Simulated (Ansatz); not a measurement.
## What each rung costs, and what it gives

The pair of NH3 (SMILES N, atoms 1–4) and SbH3 (SMILES [SbH3], atoms 5–8), both closed shells, in one local arrangement (a lower one may exist), relaxed at PBE0-D4/def2-TZVP:

N1  (0.002, 0.169, -1.544)
H2  (-0.888, 0.331, -2.000)
H3  (0.520, 1.038, -1.572)
H4  (0.509, -0.504, -2.106)
Sb5  (-0.352, -0.792, 1.433)
H6  (-0.869, 0.832, 1.383)
H7  (1.288, -0.357, 1.256)
H8  (-0.209, -0.717, 3.150)
(Å)

Interaction energies are counterpoise-corrected; the time is that of the whole pair.

Computed with Ansatz 0.2.0 (basis: as named in each row); correlated methods freeze the cores. Filled d shells of the heavier atoms are correlated. Core potentials replace the inner electrons of the atoms past krypton. The def2 sets are not built for correlating such inner shells, so the correlated values are less sure here. B3LYP uses VWN-RPA correlation. Extrapolation: Hartree–Fock as exp(−7.88 √X), correlation as X^−2.97.

Times are rough, for one single point on 4 threads of a shared host (Arm Neoverse V1).

The estimate by CCSD(T) at an estimated basis limit (MP2 extrapolated from triple and quadruple zeta, plus CCSD(T) − MP2 in triple zeta) is -2.84 kcal/mol.

```
   method        basis  time (s)  interaction energy (kcal/mol)  method less estimate
    SPW92     def2-SVP   under 1                          -5.72                 -2.88
   PBE-D4     def2-SVP   under 1                          -4.25                 -1.41
  PBE0-D4     def2-SVP   under 1                          -4.17                 -1.33
  CCSD(T)     def2-SVP         1                          -1.76                  1.08
   PBE-D4  def2-TZVPPD         1                          -3.49                 -0.65
revPBE-D4  def2-TZVPPD         1                          -3.29                 -0.45
  BLYP-D4  def2-TZVPPD         1                          -3.06                 -0.22
  PBE0-D4  def2-TZVPPD         1                          -3.41                 -0.57
 B3LYP-D4  def2-TZVPPD         2                          -3.18                 -0.34
 HSE06-D4  def2-TZVPPD         2                          -3.38                 -0.54
r2SCAN-D4  def2-TZVPPD         2                          -2.99                 -0.15
  wB97M-V     def2-SVP         2                          -3.79                 -0.95
   B2PLYP  def2-TZVPPD         3                          -1.85                  0.99
   B97M-V  def2-TZVPPD         4                          -3.63                 -0.79
  wB97X-V  def2-TZVPPD         4                          -3.11                 -0.27
  wB97M-V  def2-TZVPPD         5                          -3.21                 -0.37
      MP2  def2-QZVPPD         7                          -2.87                 -0.03
  CCSD(T)  def2-TZVPPD        42                          -2.30                  0.54
```

T1 diagnostic: at most 0.015.
